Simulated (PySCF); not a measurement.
**Static response to an electric field**

Compound: C5H6F2.
Atom-mapped SMILES: `[CH2:1]=[CH:2][C:3](=[CH2:4])[CH:5]([F:6])[F:7]` (hydrogens: H8, H9 on C1; H10 on C2; H11, H12 on C4; H13 on C5)

Geometry (PBE0-D3(BJ)/def2-SVP, Å), atoms numbered from 1 in this order:
```xyz
13
C5H6F2 angstrom
C      1.492    0.742    0.147
C      0.805   -0.355    0.496
C     -0.650   -0.504    0.526
C     -1.239   -1.621    0.977
C     -1.492    0.618   -0.024
F     -2.808    0.339    0.065
F     -1.272    1.764    0.666
H      1.001    1.677   -0.130
H      2.585    0.737    0.150
H      1.361   -1.251    0.795
H     -0.641   -2.454    1.356
H     -2.325   -1.725    0.980
H     -1.256    0.817   -1.086
```

Level: wB97X-D/def2-SVPD (PySCF), static field, nuclei fixed, core orbitals frozen in the response. The polarisability tensor in these axes (au):

```
x    74.93  15.74  -5.19
y    15.74  74.70 -10.55
z    -5.19 -10.55  49.06
```

Question: What are the eigenvalues, a third of the trace, and Δα (Δα² = ½Σ(αi − αj)² over the three pairs)?

Answer: Principal values 45.26, 60.05 and 93.37 au; mean 66.23 au = 9.81 Å³ = 10.92 × 10⁻⁴⁰ C²·m²/J; Δα = 42.68 au (64 % of the mean).

Question: What is the dipole moment, and where does it point?

Answer: (1.44, -1.36, -0.70) D, 2.10 D in size, pointing from the negative to the positive side. Measured along this direction, the outermost atoms are F7 and F6 at the negative end and H10 at the positive end.

Question: What would n − 1 = 2πNα be for an ideal gas of these molecules at 298.15 K and 1 atm, electronic part alone?

Answer: N = p/kT = 2.4615 × 10¹⁹ cm⁻³, so n − 1 = 2π × N × 9.81 × 10⁻²⁴ cm³ = 1518 × 10⁻⁶ at long wavelengths.

Question: What molar refraction does this α imply?

Answer: Lorentz–Lorenz: R = (4π/3)N_A α = 2.5225 cm³/(mol·Å³) × 9.81 Å³ = 24.8 cm³/mol, in the limit of long wavelengths.

Question: Find the Langevin capture rate constant for NH4+ (18.034 u) meeting this molecule (104.044 u), k = 2.342 × 10⁻⁹ cm³/s × √(α in Å³ / reduced mass in u).

Answer: The reduced mass is 15.37 u, so k = 1.87 × 10⁻⁹ cm³/s. The formula leaves out the permanent dipole, which adds to the capture rate.

Question: How large is μ²/3kT at 298 K beside α?

Answer: In Gaussian units μ²/3kT = 35.65 Å³ against 9.81 Å³, a ratio of 3.63; the Debye molar polarisation (4π/3)N_A(α + μ²/3kT) is 114.7 cm³/mol, leaving out the vibrational part.

Isolated species at its PBE0-D3(BJ)/def2-SVP geometry (one conformer only).
